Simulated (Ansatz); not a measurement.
A CCSD(T) single point on `N[Si@H]1O[Si@@H]1[SiH3]`.

```yaml
crystal:
  periodic: [false, false, false]
  atoms:
    - {symbol: N, position_ang: [-0.340531, 0.214074, 2.717654]}
    - {symbol: Si, position_ang: [-0.237663, 0.300152, 1.041422]}
    - {symbol: O, position_ang: [1.165615, 0.865030, 0.471350]}
    - {symbol: Si, position_ang: [1.548647, -0.605067, -0.414858]}
    - {symbol: Si, position_ang: [0.245383, -0.218662, -2.423530]}
    - {symbol: H, position_ang: [0.448165, -0.006057, 3.302511]}
    - {symbol: H, position_ang: [-1.221011, 0.157809, 3.200189]}
    - {symbol: H, position_ang: [-1.503502, 0.804852, 0.483655]}
    - {symbol: H, position_ang: [-0.010885, -1.152324, 0.385565]}
    - {symbol: H, position_ang: [-0.159073, -1.514483, -3.045964]}
    - {symbol: H, position_ang: [1.126071, 0.480324, -3.406539]}
    - {symbol: H, position_ang: [-0.984313, 0.619153, -2.277454]}
basis:
  gaussian: {orbitals: def2-TZVPP}
correlation: {method: ccsd_t}
```

```sh
$ ansatz run in.yaml --threads 4 --pin off --events-out ev --progress --plain --max-ram 10444MiB
```

The program prints (abridged):

```
Functional definition: HF
  name "HF"
  cite "Fock, Z. Phys. 61, 126 (1930) doi:10.1007/BF01340294"
  parent pbe
  exchange = exact_x
  correlation = 0
1660 factors; integrals over basis functions are off by at most 1.3e-3 eV
mean field evaluation 1: about -27213.9709 eV, gradient 5.0e1 eV
mean field evaluation 2: about -27214.3596 eV, gradient 5.1e1 eV
mean field evaluation 4: about -27219.9573 eV, gradient 5.3e0 eV
mean field evaluation 8: about -27220.0956 eV, gradient 6.3e-1 eV
mean field -27220.09765186 eV, -1000.3201382608 hartree, gradient 7.2e-6 eV, S^2 0.000000; 0 other end points of the search recorded, 0 dependent functions left out
17 core orbitals not correlated: weight in the atoms' cores, before any rotation towards them, 1.000 or more for the frozen orbitals, at most 0.000 for the correlated occupied ones
reference -27220.09765186 eV, -1000.3201382608 hartree; 15, 15 occupied and 254, 254 virtual orbitals, 1660 factors
second order -22.05126388 eV of doubles, -0.00000000 eV of singles
cycle   1  -22.77710319 eV  change   -7.3e-1 eV  update   1.2e-1
cycle   2  -23.42876811 eV  change   -6.5e-1 eV  update   3.9e-2
cycle   3  -23.58530064 eV  change   -1.6e-1 eV  update   2.2e-2
cycle   4  -23.56956164 eV  change    1.6e-2 eV  update   5.6e-3
cycle   5  -23.56662574 eV  change    2.9e-3 eV  update   2.5e-3
cycle   6  -23.56714320 eV  change   -5.2e-4 eV  update   8.2e-4
cycle   7  -23.56658946 eV  change    5.5e-4 eV  update   3.7e-4
cycle   8  -23.56656622 eV  change    2.3e-5 eV  update   1.5e-4
cycle   9  -23.56666392 eV  change   -9.8e-5 eV  update   7.0e-5
cycle  10  -23.56662990 eV  change    3.4e-5 eV  update   3.4e-5
perturbative correction -0.94855299 eV, -0.0348586795 hartree
Total energy: -27244.61283475 eV, -1001.2210546151 hartree
```

Run time 4 min (4 threads of an Arm Neoverse V1 on a shared host); peak host memory 7.9 GiB.

The correlation energy is -24.515 eV, 3.9 % of it from (T); the T1 diagnostic reads 0.0149.
